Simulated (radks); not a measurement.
Ga2+, configuration [Ar] 3d9 4s2 (not the ground configuration). Calculated with a radial shooting solver on a logarithmic mesh with Libxc functionals: Dirac Kohn-Sham, LDA (Slater exchange, Perdew-Zunger correlation), spin-unpolarised, spherical densities, point nucleus; open shells are shared between the two j in proportion to 2j + 1.

Spin-orbit splittings of the eigenvalues, e(l+1/2) - e(l-1/2), with zeta = 2 splitting/(2l+1) and mean radii in bohr:

| shell | occ. | splitting (eV) | zeta (eV) | <r> j=l-1/2 | <r> j=l+1/2 |
|---|---|---|---|---|---|
| 2p | 6 | 27.59 | 18.39 | 0.1885 | 0.1920 |
| 3p | 6 | 3.711 | 2.474 | 0.6656 | 0.6760 |
| 3d | 9 | 0.5005 | 0.2002 | 0.7578 | 0.7626 |
